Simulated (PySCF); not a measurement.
## Basis and Hamiltonian dependence of the ionisation energy of Cl⁺

Cl⁺ [Ne] 3s2 3p4 (3P) → Cl²⁺ [Ne] 3s2 3p3 (4S). All values are computed (PySCF 2.14, energy differences of UHF-based or UKS calculations, no spin-orbit coupling). Values in eV.

| basis | Hamiltonian | functions | UHF | LDA | PBE0 | MP2 (valence) | CCSD(T) (valence) | CCSD(T) (valence and next inner shell) |
| --- | --- | --- | --- | --- | --- | --- | --- | --- |
| 6-31G* | non-relativistic | 18 | 22.497 | n/a | 23.799 | 22.863 | 22.869 | n/a |
| cc-pV(D+d)Z | non-relativistic | 23 | 22.562 | 23.977 | 23.829 | 23.013 | 23.028 | n/a |
| jorge-DZP-DKH | spin-free X2C | 24 | 22.503 | 23.932 | n/a | 23.005 | 23.021 | n/a |
| aug-cc-pVDZ-DK | spin-free X2C | 27 | 22.510 | 23.930 | 23.781 | 23.031 | 23.069 | n/a |
| x2c-TZVPPall with one added diffuse shell each of s, p, d type | spin-free X2C | 51 | 22.565 | 23.960 | 23.829 | 23.333 | 23.473 | 23.487 |
| def2-TZVPPD | non-relativistic | 51 | 22.579 | 23.972 | 23.842 | 23.343 | 23.483 | 23.498 |
| aug-cc-pV(T+d)Z with one added diffuse shell each of s, p, d, f type | non-relativistic | 71 | 22.594 | 23.965 | 23.844 | 23.376 | 23.519 | n/a |
| def2-QZVPPD | non-relativistic | 79 | 22.593 | 23.978 | 23.839 | 23.484 | 23.642 | 23.657 |
| dyall-av3z | spin-free X2C | 84 | 22.571 | 23.963 | 23.821 | 23.366 | 23.508 | n/a |
| aug-cc-pVQZ-DK | spin-free X2C | 84 | 22.579 | 23.968 | 23.828 | 23.479 | 23.633 | n/a |
| aug-cc-pV(Q+d)Z with one added diffuse shell each of s, p, d, f, g type | non-relativistic | 114 | 22.597 | 23.984 | 23.845 | 23.497 | n/a | n/a |
| aug-cc-pwCVQZ | non-relativistic | 134 | 22.595 | 23.982 | 23.842 | 23.507 | n/a | n/a |
| aug-cc-pV(5+d)Z | non-relativistic | 136 | 22.594 | 23.979 | 23.840 | 23.547 | n/a | n/a |

Q: Estimate the row for Sapporo-DZP-2012 (spin-free X2C, 27 functions).

A: From the rows with the same Hamiltonian and similar size; the calculation gives UHF 22.55; LDA 23.96; MP2 (valence) 23.04; CCSD(T) (valence) 23.07 (eV).

Frozen in the all-electron rows: valence: [Ne]; valence and next inner shell: 1s2.

Reference for a calculation without spin-orbit coupling: 23.771 eV (measured, between term centres; NIST).
